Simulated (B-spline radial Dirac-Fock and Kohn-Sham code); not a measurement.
## K-line shifts caused by a second vacancy in Fe⁵⁺

System: iron as Fe⁵⁺, 1s2 2s2 2p6 3s2 3p6 3d3, inside a Watson sphere of charge -5 and radius 2 Å (a model of the Madelung potential; inside it an electron's potential energy is raised by 36.0 eV).

Calculated with an atomic code on a B-spline grid, using Dirac-Fock ΔSCF + Breit + QED. Each two-hole energy is an average over J within one jj subconfiguration, not an observable level; in light atoms, where LS coupling holds, the j-resolved values are not observed lines, and for a K spectator the Kα1 hypersatellite is nearly forbidden. No correlation.

Lines without a spectator: Kα2 (K-L2) 6387.7 eV, Kα1 (K-L3) 6399.9 eV, Kβ3 (K-M2) 7064.2 eV, Kβ1 (K-M3) 7065.9 eV. Shifts in eV with one spectator hole (a dash: not computed, or left out as unreliable):

| spectator hole | Kα2 | Kα1 | Kβ3 | Kβ1 |
| --- | --- | --- | --- | --- |
| L2 (2p1/2) | +25.07 | +30.7 | – | +73.0 |
| L3 (2p3/2) | +28.67 | +27.45 | +70.7 | – |
| M2 (3p1/2) | – | +2.54 | +7.78 | +9.46 |
| M3 (3p3/2) | +2.33 | – | +9.08 | +8.64 |

Q: Where does the K-L3 hypersatellite lie, emitted when both K electrons are missing?

A: +274.6 eV from the normal line, at 6674.5 eV. Removing both K electrons costs 14744.2 eV, which is 377.7 eV more than twice the K binding energy. In light atoms the observed hypersatellite is the ¹S₀ → ¹P₁ component, which lies below this average, and the triplet component is nearly forbidden.

With n spectator holes in 2p, averaged over the 2p shell (energies in eV):

```
n    KαLⁿ   step  hypersatellite KαʰLⁿ
0  6395.8      –                6669.7
1  6424.3  +28.5                6699.5
2  6454.1  +29.8                6730.6
3  6485.1  +31.0                6762.9
4  6517.4  +32.3                6796.5
5  6551.0  +33.6                6831.4
```
